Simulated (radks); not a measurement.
The mean radii <r> (bohr) of the occupied orbitals of an atom or ion are listed with their occupations. All-electron calculation, scalar-relativistic Kohn-Sham, PBEsol, spin-polarised, spherical densities, finite nucleus; Fermi nuclear charge, rms radius of each element as measured or else 0.836 A^(1/3) + 0.57 fm. Program: a radial shooting solver on a logarithmic mesh with Libxc functionals.

orbital  occ.     <r>
1s up       1  0.2305
1s down     1  0.2297
2s up       1   1.235
2s down     1   1.271
2p up       2   1.252

Name the element and its charge. Open shells, if any, are filled with parallel spins first.

Answer. Z = 7, nitrogen, charge +1: N+ in [He] 2s2 2p2. The 1s radius gives Z: for a bare nucleus <r> = (2 gamma + 1)/(2Z) with gamma = sqrt(1 - (Z/c)^2), 0.2141 bohr for Z = 7, and screening makes it slightly larger (0.2305 here). The occupations add up to 6, and the charge is Z minus that.
